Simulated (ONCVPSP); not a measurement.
**oxygen (O), ONCV: configuration errors across variants**

```json
{
 "Element": "O",
 "Generator": "ONCVPSP 4.0.1",
 "Type": "optimised norm-conserving Vanderbilt (ONCV)",
 "Functional": "PBEsol",
 "Relativity": "scalar-relativistic",
 "Frozen core": "[He]",
 "Valence charge": "6",
 "Reference configuration": "2s1 2p5",
 "Partial waves": "2s: rc 0.65 bohr, ncon 4, nbas 7, qcut 8.2 1/bohr, 1 projector; 2p: rc 2.20 bohr, ncon 4, nbas 9, qcut 4.9 1/bohr, 1 projector",
 "Local potential": "polynomial inside 0.45 bohr (lpopt 5, dvloc0 0 Ha)",
 "Core correction": "Teter function, fcfact 4, rcfact 1.25"
}
```

All-electron excitation energies from the reference (eV): (1) 2s2 2p4 -14.854; (2) 2s2 2p3 1.505; (3) 2s2 2p2 34.983; (4) 2s2 2p3.5 -8.600.

Errors AE − PS in meV (a dash: test not solved or not reliable):

```csv
change,(1),(2),(3),(4),bound ghosts,GHOST(+) flags above zero
base,-89,+501,+2495,+102,none,p
p: rc 1.54,-13,+229,+1072,+67,none,p
p: rc 1.82,-42,+337,+1644,+83,none,p
p: rc 2.08,-73,+446,+2204,+96,none,p
p: rc 2.18,-86,+490,+2433,+101,none,p
p: rc 2.48,-128,+626,+3157,+114,none,p
p: rc 2.92,-194,+825,–,+127,none,p
p: rc 3.24,-248,+977,–,+132,none,p
```

**Question.** Give the same row for: p: rc 2.72.

**Answer.** -162, +732, –, +122; bound ghosts: none; GHOST(+) flags above zero: p.
